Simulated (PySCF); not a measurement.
# Polarisability and C₆ of Ni²⁺ (nickel, charge +2)

[Ar] 3d8, high-spin 3F determinant. All numbers are calculated (PySCF 2.14, the spin-free X2C one-electron Hamiltonian (Gaussian nucleus), in ANO-RCC-VTZP). Coupled (time-dependent) response in atomic units; α is the mean over directions. The basis has no added diffuse functions, which lowers α and C₆.

| method | mean α (bohr³) | C₆ (like pair) | S(−4) |
| --- | --- | --- | --- |
| HSE06 | 3.032 | 8.390 | 5.495 |

S(−4) is the Cauchy moment in α(ω) = α(0) + S(−4) ω² + …

α(iu) at HSE06:

| u (hartree) | α(iu) (bohr³) |
| --- | --- |
| 0 | 3.032 |
| 0.0500 | 3.018 |
| 0.100 | 2.979 |
| 0.200 | 2.837 |
| 0.300 | 2.647 |
| 0.500 | 2.256 |
| 0.750 | 1.879 |
| 1.00 | 1.616 |
| 1.50 | 1.267 |
| 2.00 | 1.027 |
| 3.00 | 0.7001 |
| 5.00 | 0.3668 |

A single London oscillator, α(iu) = α/(1 + u²/ω²), gives C₆ = (3/4) ω α². Matching the computed C₆ needs ω = 4 × 8.390 / (3 × 3.032²) = 1.22 hartree.

For an ion, C₆ is the dispersion term alone; charge-induced terms of lower order in 1/R come first.
